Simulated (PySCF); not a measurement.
## How methods differ on the ionisation energy of Ag⁺

Ag⁺ [Kr] 4d10 (1S) → Ag²⁺ [Kr] 4d9 (2D), as a difference of total energies. All numbers are calculated (PySCF 2.14, the spin-free X2C one-electron Hamiltonian (Gaussian nucleus), in x2c-TZVPPall (8s6p6d2f1g, 79 functions)). Correlated levels: valence: [Kr] frozen. The calculations carry no spin-orbit coupling.

| method | ionisation energy (eV) | difference from reference (eV) |
| --- | --- | --- |
| UHF | 19.710 | -1.774 |
| MP2 (valence) | 21.735 | +0.251 |
| SCS-MP2 (valence) | 21.514 | +0.030 |
| CCSD (valence) | 21.349 | -0.135 |
| CCSD(T) (valence) | 21.445 | -0.039 |

Reference: 21.484 eV (measured; NIST Atomic Spectra Database, ionization energies).

The reference lies between the lowest fine-structure levels, while these numbers refer to the centres of the terms.

Errors of the correlated levels include the incompleteness of this basis and the frozen core.
